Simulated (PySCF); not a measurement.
Vertical excitations of a molecule C2H10N2Si2 from PySCF with TDA-B3LYP/def2-SVPD, as energy in eV (oscillator strength): 5.70 (0.003), 6.13 (0.045), 6.26 (0.011), 6.36 (0.027), 6.62 (0.003), 6.68 (0.052). Lowest triplet (TDA): 5.51 eV. Geometry: PBE0-D3(BJ)/def2-SVP. Other conformers were not sampled.

Pick the molecule that these values belong to.
A) C[SiH2]/C=N/[SiH2]N
B) CN1C[SiH2][Si@H]1N
C) N[Si@@H]1C[SiH2]CN1
D) NC[Si@H]1NC[SiH2]1

C, N[Si@@H]1C[SiH2]CN1
